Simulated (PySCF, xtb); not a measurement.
Si(F)(H)(SH)2 (FH3S2Si), SMILES F[SiH](S)S. One conformer was computed; it need not be the lowest.

Harmonic wavenumbers (cm⁻¹) from GFN2-xTB in xtb at its own minimum, in rising order: 86, 95, 149, 177, 222, 472, 575, 633, 643, 712, 733, 827, 2408, 2455, 2457.

Problem. What does r2SCAN-D4/def2-SVP (PySCF) give at its own minimum? (Estimate from the structure and the level; the computed values follow.)

Solution. 140, 167, 201, 242, 281, 489, 563, 672, 760, 806, 846, 909, 2259, 2684, 2688. Paired by order, the mean absolute difference is 92 cm⁻¹ and the zero-point energies are 18.1 and 19.6 kcal/mol.
